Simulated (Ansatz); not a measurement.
Total energies of BBrH3N (`NBBr`).

Cartesian coordinates in Å:
```
N -0.092 -0.450 0.631
B 0.261 0.342 -0.443
Br -1.108 0.991 -1.640
H 0.590 -0.808 1.277
H -1.041 -0.716 0.834
H 1.391 0.642 -0.660
```

Total charge 0; spin multiplicity 1. Correlated methods include outer-core shells of Br, which these sets cover unevenly. Scalar relativity is left out up to krypton. The geometry is a stationary point of PBE0-D4/def2-TZVP. It is one conformer, not always the lowest. Basis def2-TZVPP, Ansatz 0.2.0.

RPA on PBE orbitals: Hartree–Fock energy of these orbitals -2653.38226 Eh, correlation -0.93188 Eh (frozen core).

| functional | kind | energy without D4 (Eh) | D4 term (kJ/mol) |
| --- | --- | --- | --- |
| LDA (SPW92) | LDA | -2651.36835 | – |
| PBE | GGA | -2655.17727 | -8.8 |
| revPBE | GGA | -2655.42960 | -28.1 |
| BLYP | GGA | -2655.66836 | -20.0 |
| r2SCAN | meta-GGA | -2655.61281 | -2.0 |
| B97M-V | meta-GGA with VV10 | -2655.21478 | – |
| PBE0 | global hybrid, 25 % exact exchange | -2655.27823 | -7.4 |
| B3LYP | global hybrid, 20 % | -2655.71380 | -14.5 |
| r2SCANh | meta-GGA hybrid, 10 % | -2655.60914 | -2.1 |
| r2SCAN0 | meta-GGA hybrid, 25 % | -2655.60440 | -2.3 |
| HSE06 (plane-wave form) | screened hybrid | -2655.27788 | -6.8 |
| BHLYP | global hybrid, 50 % | -2655.62522 | -11.1 |
| CAM-B3LYP | range-separated hybrid | -2655.76177 | -7.4 |
| LC-ωPBE | long-range corrected hybrid | -2655.26738 | – |
| ωB97X-V | range-separated hybrid GGA with VV10 | -2655.41701 | – |
| ωB97M-V | range-separated hybrid meta-GGA with VV10 | -2655.49622 | – |
| B2PLYP | double hybrid | -2655.22458 | – |
| PBE-QIDH | double hybrid | -2654.95879 | – |

B3LYP takes the VWN-RPA correlation (the form of Gaussian; ORCA's B3LYP/G). HSE06 is the plane-wave form, built on full-range PBE exchange. The double hybrids freeze the cores in their second-order part.

LC-ωPBE has ω = 0.4 bohr⁻¹.
